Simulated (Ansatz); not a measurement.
Computed with Ansatz on PBE0-D4/def2-TZVP structures; ΔE is electronic, products minus reactants. CCSD(T)/CBS adds triple-zeta CCSD(T) − MP2 to the extrapolated MP2 energy (def2 sets, frozen cores). This one scheme is used for every species. DFT in def2-TZVPP. For Ge outer-core shells are correlated without core-valence functions, which leaves a few kJ/mol of doubt a bond. Scalar relativity is left out up to krypton. One conformer a species, not always the lowest.

Reaction (formal hydrolysis of a B–S bond): `NB[S][GeH3]` + H₂O → `NBO` + `[SH][GeH3]`

`NB[S][GeH3]`:

```xyz
10

N     1.984   -0.607    1.139
B     0.869   -0.376    0.340
S    -0.374    0.850    0.852
Ge   -1.776    0.654   -0.859
H     2.158   -0.129    2.008
H     2.691   -1.275    0.890
H     0.744   -0.991   -0.679
H    -2.918    1.645   -0.590
H    -2.320   -0.781   -0.931
H    -1.058    1.009   -2.170
```

H₂O:

```xyz
3

O    -0.114   -0.334    0.165
H     0.392    0.374    0.569
H    -0.278   -0.040   -0.734
```

`NBO`:

Cartesian coordinates in Å:
```
N 0.095 0.226 1.040
B 0.031 0.157 -0.354
O -0.311 -1.034 -0.940
H -0.099 -0.565 1.631
H 0.339 1.065 1.531
H 0.273 1.133 -1.013
H -0.328 -0.981 -1.895
```

`[SH][GeH3]`:

Cartesian coordinates in Å:
```
S -0.714 1.561 0.134
Ge 0.448 -0.327 -0.042
H -1.910 0.950 0.149
H 0.069 -1.072 -1.331
H 0.193 -1.230 1.176
H 1.914 0.117 -0.086
```

```tsv
level	ΔE (kJ/mol)
LDA (SPW92)	-50.1
ωB97X-V	-51.2
HF/def2-SVP	-76.7
MP2/def2-QZVPP	-40.2
```

(1) What does CCSD(T)/CBS give? (Best estimate.)

Largest T1 diagnostic among the species: 0.012.

Answers

(1) Ansatz gave: -43.8 kJ/mol. The listed levels differ from it by -6.3, -7.4, -32.9, 3.6 kJ/mol.

At CCSD(T), def2-SVP lies −19.4 kJ/mol from the extrapolated value and def2-TZVPP −3.7 kJ/mol. Leaving LDA and LC-ωPBE aside and taking each functional with its dispersion term where it has one, the values, not all of them listed here, spread over 20.0 kJ/mol, from CAM-B3LYP-D4 to revPBE-D4.
